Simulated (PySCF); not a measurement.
**Calculated NMR data**

One computed conformer, no solvent model, no relativistic terms, fast rotation and ring inversion assumed for equivalent nuclei. σ from GIAO-PBE0/pcSseg-1; GFN2-xTB structure; PySCF.

Chemical shifts δ = σref − σ; 1H, 13C vs TMS, all at this level. Splittings of carbon signals by F and P are missing where no couplings were computed. Where no couplings were computed, multiplicities follow the n + 1 count of equivalent neighbours, and m marks all less simple cases (inequivalent or close neighbours, rings, F or P nearby). Shifts are as computed. Against solution values, carbons near 30 ppm lie about +3 ppm off and those near 130 ppm about +5 ppm; carbons on Cl a further +6 ppm (rms about the fit 2.1 ppm; single classes can miss by 10 ppm). Of 1328 compounds with measured shifts, 309 miss one by over three times the rms of a fit or turn the order of signals round; such compounds aren't used in these exercises. Signals without a measured value on file couldn't be tested in this way; 1H shifts scatter by 0.2 ppm about their fit, and single ones miss by 0.5 ppm. Carbons bonded to Cl come out too deshielded. OH and NH positions are gas-phase values without hydrogen bonding to other molecules.

Compound 1 (C$_{6}$H$_{8}$ClF). 1H NMR (400 MHz, computed): δ 5.14 (m, 1H), 4.31 (m, 1H), 2.44 (m, 1H), 2.09 (m, 1H), 1.57 (m, 1H), 1.51 (m, 1H), 0.72 (m, 1H), 0.42 (m, 1H). 13C{1H} NMR (computed): δ 105.7, 70.0, 37.9, 29.5, 21.4, 13.0. Structure: SMILES F[C@@H]1C[C@@H]2C[C@@H]2[C@H]1Cl.

Compound 2 (C$_{6}$H$_{8}$ClF). 1H NMR (400 MHz, computed): δ 6.30 (m, 1H), 5.89 (q, 1H), 2.39 (m, 3H), 1.90 (d, 3H). 13C{1H} NMR (computed): δ 176.6 (C), 134.9 (C), 134.4 (CH), 109.8 (CH), 20.7 (CH3), 18.1 (CH3). Structure: `C/C=C(Cl)\C=C(/C)F`.

Compound 3 (C$_{4}$H$_{8}$FNSi$_{2}$). 1H NMR (400 MHz, computed): δ 6.56 (m, 1H), 5.71 (m, 1H), 5.59 (m, 1H), 4.66 (m, 1H), 4.35 (m, 1H), 4.20 (m, 3H). 13C{1H} NMR (computed): δ 143.2, 123.3, 115.4, 98.4. Structure: `C=C[C@](F)([SiH3])[SiH2]C#N`.

Compound 4 (C$_{4}$H$_{3}$N$_{3}$). 1H NMR (400 MHz, computed): δ 9.67 (br s, 1H), 7.97 (m, 1H), 7.80 (m, 1H). 13C{1H} NMR (computed): δ 148.0, 138.6, 117.9, 99.5. Structure: SMILES N#Cc1cn[nH]c1.
